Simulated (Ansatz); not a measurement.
A single point on C2H6N2Si (`C1=NC[SiH2]N1`).

```yaml
crystal:
  periodic: [false, false, false]
  atoms:
    - {symbol: C, position_ang: [-1.341263, -0.502413, -0.253115]}
    - {symbol: N, position_ang: [-0.647321, -1.370821, 0.362199]}
    - {symbol: C, position_ang: [0.715744, -0.903470, 0.638705]}
    - {symbol: Si, position_ang: [0.827538, 0.847624, -0.081983]}
    - {symbol: N, position_ang: [-0.833502, 0.732688, -0.605562]}
    - {symbol: H, position_ang: [-2.374324, -0.717300, -0.521558]}
    - {symbol: H, position_ang: [0.896814, -0.931774, 1.717215]}
    - {symbol: H, position_ang: [1.434747, -1.596404, 0.192245]}
    - {symbol: H, position_ang: [1.769113, 1.048239, -1.216835]}
    - {symbol: H, position_ang: [1.044427, 1.958652, 0.883842]}
    - {symbol: H, position_ang: [-1.426573, 1.378078, -1.094554]}
basis:
  gaussian: {orbitals: def2-QZVPP}
correlation: {method: mp2}
```

```sh
$ ansatz run in.yaml --threads 4 --pin off --events-out ev --progress --plain
```

Output, abridged:

```
Functional definition: HF
2864 factors; integrals over basis functions are off by at most 8.5e-4 eV
mean field evaluation 1: about -12979.8024 eV, gradient 4.2e1 eV
mean field evaluation 2: about -12979.9663 eV, gradient 4.2e1 eV
mean field evaluation 4: about -12984.4098 eV, gradient 5.1e0 eV
mean field evaluation 8: about -12984.5044 eV, gradient 4.5e-1 eV
mean field evaluation 16: about -12984.5062 eV, gradient 2.7e-6 eV
mean field -12984.50621096 eV, -477.1718020384 hartree, gradient 2.7e-6 eV, S^2 0.000000; 0 other end points of the search recorded, 0 dependent functions left out
9 core orbitals not correlated: weight in the atoms' cores, before any rotation towards them, 1.000 or more for the frozen orbitals, at most 0.000 for the correlated occupied ones
reference -12984.50621096 eV, -477.1718020384 hartree; 14, 14 occupied and 455, 455 virtual orbitals, 2864 factors
second order -24.74795469 eV of doubles, -0.00000000 eV of singles
Total energy: -13009.25416565 eV, -478.0812725984 hartree
```

Run time 26 s (4 threads of a server CPU on a shared host); peak host memory 3.1 GiB.
